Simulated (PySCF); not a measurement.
Species: C₄H₁₁O₃Si (doublet state).
Geometry (GFN2-xTB, Å), atoms numbered from 1 in this order:
```xyz
19
C4H11O3Si angstrom
C     -1.0908    3.3402    0.1982
O     -1.3850    2.0604    0.4321
Si    -0.9007    0.6554   -0.2219
C      0.9440    0.2679    0.1299
O      1.1546   -1.0969   -0.1989
C      2.4673   -1.5251    0.0482
O     -1.8960   -0.3366    0.5661
C     -1.8372   -1.7326    0.6256
H     -0.4765    3.6106   -0.6384
H     -1.6590    4.0655    0.7455
H     -1.1138    0.6221   -1.6707
H      1.1962    0.4334    1.1892
H      1.6306    0.8970   -0.4555
H      3.1925   -0.9448   -0.5371
H      2.7233   -1.4322    1.1119
H      2.5190   -2.5717   -0.2469
H     -1.4910   -2.1543   -0.3176
H     -1.1494   -2.0459    1.4130
H     -2.8381   -2.1032    0.8501
```

The hyperfine couplings belong to this conformer and change with its torsions.

Identity: `[CH2]O[Si@@H](COC)OC` [radical].

Computed with UKS B3LYP, pcH-1 on C H O Si, non-relativistic, mean-field spin-orbit, GIAO in PySCF. One conformer (not necessarily the lowest) at the GFN2-xTB geometry, without solvent, vibrations or thermal averaging. GFN2-xTB frequencies show an imaginary mode (87i cm⁻¹), so this geometry is no minimum at that level. The geometry wasn't refined by DFT: couplings that depend on bond lengths, twists or pyramidal angles can differ widely from those at the functional's own minimum. Stability of the SCF solution: not tested.

Problem. Match the computed a_iso(13C) values +98.5, +2.6 MHz with the sites C1; C4.

Solution. 
| site | a_iso (MHz) | ρ(0) (bohr⁻³) | position | distance from C1 (Å) | spin population | largest \|T\| (MHz) |
| --- | --- | --- | --- | --- | --- | --- |
| C1 | +98.5 | +0.0876 | largest spin population | 0.00 | +0.97 | 157.8 |
| C4 | +2.6 | +0.0023 | 3 bonds from C1 | 3.69 | 0.00 | 1.1 |

ρ(0) is the spin density at the nucleus and T the dipolar tensor; a_iso includes a spin–orbit part; entries for several nuclei are means. The Mulliken spin populations are largest on C1 (+0.97) and O2 (+0.10). C1 is the only atom above +0.15. The angles at C1 add up to 358.7°, so it is planar; its axial dipolar tensor and the negative couplings of its protons fit spin in a p orbital normal to that plane.

β density exceeds α density at some nuclei, such as H10 (-0.0137), H9 (-0.0134) and Si3 (-0.0045), spin density in bohr⁻³. In a single determinant that takes different orbitals for the two spins, that is spin polarisation.

Means are taken over nuclei equivalent by connectivity, which assumes that they swap fast. H9 and H10 aren't averaged: C1 is flat or nearly so (angle sum 359°), and its turn about the short C1–O2 bond (1.33 Å) is taken as slow.
